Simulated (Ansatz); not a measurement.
Reaction (SMILES): [BH2] (BH2) → B atom + 2 H atom
B3LYP-D3(BJ)/def2-TZVP geometries, fixed; electronic energies without zero-point terms.

How fast the atomisation energy converges with the basis for several methods (Ansatz, a quantum-chemistry and plane-wave program): deviation from each method's own reference, in kcal/mol. References: B2PLYP 173.10 kcal/mol, the value in aug-cc-pV5Z; CCSD(T) 169.35 kcal/mol, Hartree-Fock in aug-cc-pVQZ plus the correlation part extrapolated as X^-3 from aug-cc-pVTZ and aug-cc-pVQZ; HF 143.95 kcal/mol, the value in pcseg-4; MP2 170.49 kcal/mol, Hartree-Fock in aug-cc-pVQZ plus the correlation part extrapolated as X^-3 from aug-cc-pVTZ and aug-cc-pVQZ; PBE 171.75 kcal/mol, the value in aug-cc-pV5Z; PBE0 172.30 kcal/mol, the value in aug-cc-pV5Z. Cartesian d functions, on some or all atoms, in 6-31+G*; all else is spherical. In correlated methods cores are frozen. Open shells are unrestricted. No added dispersion term, no relativity. 

```csv
basis,functions,B2PLYP,CCSD(T),HF,MP2,PBE,PBE0
3-21G,13,-8.78,-23.50,-5.85,-22.24,-0.95,[?]
def2-SV(P),18,-7.22,-18.71,-1.21,-17.29,-2.44,[?]
6-31+G*,23,-4.85,-16.38,-0.40,-15.38,0.29,[?]
pcseg-1,24,-3.77,-7.84,-0.40,-7.91,-1.89,[?]
6-311G**,30,-2.89,-7.97,-1.11,-7.87,-0.45,[?]
def2-SVPD,36,-1.52,-5.22,1.42,-5.04,0.28,[?]
cc-pVTZ,58,-0.98,-2.86,-0.49,-2.99,-0.07,[?]
jun-cc-pV(T+d)Z,67,-1.01,-2.87,-0.52,-3.00,-0.11,[?]
aug-pcseg-2,92,-0.25,-1.06,0.29,-1.26,0.02,[?]
cc-pVQZ,115,-0.20,-1.02,-0.17,-1.11,0.15,[?]
def2-QZVPP,117,-0.22,-1.00,-0.14,-1.05,-0.08,[?]
cc-pV5Z,201,-0.02,-0.55,-0.09,-0.55,0.01,[?]
```

**Question.** Complete the blanks.

**Answer.** 
- 3-21G, PBE0: -2.30
- def2-SV(P), PBE0: -1.89
- 6-31+G*, PBE0: 0.08
- pcseg-1, PBE0: -1.34
- 6-311G**, PBE0: -0.63
- def2-SVPD, PBE0: 0.58
- cc-pVTZ, PBE0: -0.21
- jun-cc-pV(T+d)Z, PBE0: -0.23
- aug-pcseg-2, PBE0: 0.10
- cc-pVQZ, PBE0: 0.03
- def2-QZVPP, PBE0: -0.07
- cc-pV5Z, PBE0: 0.00

Mean absolute deviation over 6-311G**, cc-pVTZ, jun-cc-pV(T+d)Z, aug-pcseg-2: PBE 0.17, PBE0 0.29, HF 0.60, B2PLYP 1.28, CCSD(T) 3.69, MP2 3.78 kcal/mol.
